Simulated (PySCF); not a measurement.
# Two-component Hartree-Fock for Cu²⁺ (copper, charge +2)

Start: [Ar] 3d9; 3d3/2 filled at m_j = -3/2, -1/2, +1/2, +3/2; 3d5/2 filled at m_j = -3/2, -1/2, +1/2, +3/2, +5/2. Calculated with PySCF 2.14 in x2c-TZVPall-2c (6s7p4d1f, 54 functions): generalised Hartree-Fock with the X2C-1e Hamiltonian and a Gaussian nucleus; one run each with spin-orbit coupling (SO) switched off, then screened by Boettger's factors. This is a chosen level, not necessarily the ground level.

| spinor shell | electrons | ε, spin-free (eV) | ε, screened SO (eV) | weight of nominal j (screened SO) | rms radius, screened SO (bohr) |
| --- | --- | --- | --- | --- | --- |
| 1s1/2 | 2 | -9073.9 | -9073.8 | 1.000 | 0.0601 |
| 2s1/2 | 2 | -1160.4 | -1160.3 | 1.000 | 0.254 |
| 2p1/2 | 2 | -1000.9 | -1015.2 | 0.999 | 0.226 |
| 2p3/2 | 4 | -1000.9 | -993.87 | 1.000 | 0.229 |
| 3s1/2 | 2 | -166.77 | -166.75 | 1.000 | 0.763 |
| 3p1/2 | 2 | -117.74 | -120.78 | 0.946 | 0.803 |
| 3p3/2 | 4 | -117.74 | -116.23 | 0.973 | 0.814 |
| 3d3/2 | 4 | -39.756 | -40.406 | 0.815 | 1.02 |
| 3d5/2 | 5 | -39.756 | -39.243 | 0.852 | 1.04 |

```csv
quantity,spin-free,screened SO
E (hartree),-1652.23289,-1652.27772
M_J,5/2,5/2
⟨J²⟩,8.754,8.754
⟨L²⟩,6.003,6.005
⟨S²⟩,0.751,0.752
```

Each row is a mean over spinors that exchange with the open shell spreads, by up to 7.423 eV (3p3/2).

Rows whose weight is well below 1 are mixtures of j = l ± 1/2: exchange outweighs spin-orbit coupling there, and the label is only the starting occupation.

Without spin-orbit coupling the j labels of p, d and f shells carry no meaning; the spin-free column gives the mean over the occupied spinors of each nl shell.
